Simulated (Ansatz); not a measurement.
Reactions of ClGeH3S, SMILES `[SH][GeH2][Cl]`.

Program: Ansatz. Geometries: PBE0-D4/def2-TZVP. ΔE: electronic, gas phase. CCSD(T)/CBS is the MP2 limit (def2-TZVPP, def2-QZVPP) plus CCSD(T) − MP2 in def2-TZVPP, frozen cores. This one scheme is used for every species, atoms too. Functionals use def2-TZVPP. Open shells (•) are unrestricted, without spin–orbit coupling. Spin–orbit coupling would lower the free atoms: a little for Cl, S; clearly for Ge. For Ge outer-core shells are correlated without core-valence functions, so the limit isn't a true one: a few kJ/mol of doubt a bond, and 10 to 20 or more in all where bonds break to atoms. Scalar relativity is left out up to krypton. One conformer a species, not always the lowest.

| reaction | CCSD(T)/CBS(def2) (kJ/mol) |
| --- | --- |
| `[SH][GeH2][Cl]` → `[Cl][GeH]` + H₂S | ? |
| `[SH][GeH2][Cl]` → HCl + `[SH][GeH]` | 171 |
| `[SH][GeH2][Cl]` + H₂O → `[OH][GeH2][SH]` + HCl | 44 |
| `[SH][GeH2][Cl]` → H₂ + `[SH][Ge][Cl]` | 63 |
| `[SH][GeH2][Cl]` → H• + `[S][GeH2][Cl]`• | 398 |
| `[SH][GeH2][Cl]` → Cl• + Ge• + 3 H• + S• | ? |
| `[SH][GeH2][Cl]` + H–F → `[F][GeH2][SH]` + HCl | 16 |
| `[SH][GeH2][Cl]` → `[SH][GeH][Cl]`• + H• | 367 |
| `[SH][GeH2][Cl]` + CH₃SH → `C[S][GeH2][Cl]` + H₂S | ? |
| `[SH][GeH2][Cl]` + H₂S → `[SH][GeH2][SH]` + HCl | 27 |

Fill in the missing values. (Estimate.)

The calculation gave: `[SH][GeH2][Cl]` → `[Cl][GeH]` + H₂S: +160.6 kJ/mol; `[SH][GeH2][Cl]` → Cl• + Ge• + 3 H• + S•: +1629.6 kJ/mol; `[SH][GeH2][Cl]` + CH₃SH → `C[S][GeH2][Cl]` + H₂S: -5.8 kJ/mol.

Largest T1 diagnostic: 0.015, for `[SH][GeH]`.
